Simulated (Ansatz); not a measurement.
Job for Ansatz (a program for electronic structure): R-PBE0/def2-TZVPP on C3H6 (SMILES C1CC1).

Ansatz 0.2 input:
```yaml
crystal:
  periodic: [false, false, false]
  atoms:
    - {symbol: C, position_ang: [0.85171574, 0.15619448, 0.05996247]}
    - {symbol: C, position_ang: [-0.28234453, -0.79736408, -0.19454101]}
    - {symbol: C, position_ang: [-0.56932068, 0.64118090, 0.13464820]}
    - {symbol: H, position_ang: [1.40362374, 0.05471028, 0.98460233]}
    - {symbol: H, position_ang: [1.45208890, 0.46898904, -0.78358502]}
    - {symbol: H, position_ang: [-0.44912861, -1.12962510, -1.21024399]}
    - {symbol: H, position_ang: [-0.49759651, -1.54391104, 0.55792131]}
    - {symbol: H, position_ang: [-0.97869654, 0.86776968, 1.10980520]}
    - {symbol: H, position_ang: [-0.93024151, 1.28205583, -0.65836949]}
basis:
  gaussian:
    orbitals: def2-TZVPP
hamiltonian:
  xc: {name: PBE0}
scf: {lower_state_search: off}
```

Question: Give the final energy of this run.

Answer: -117.7924 hartree.
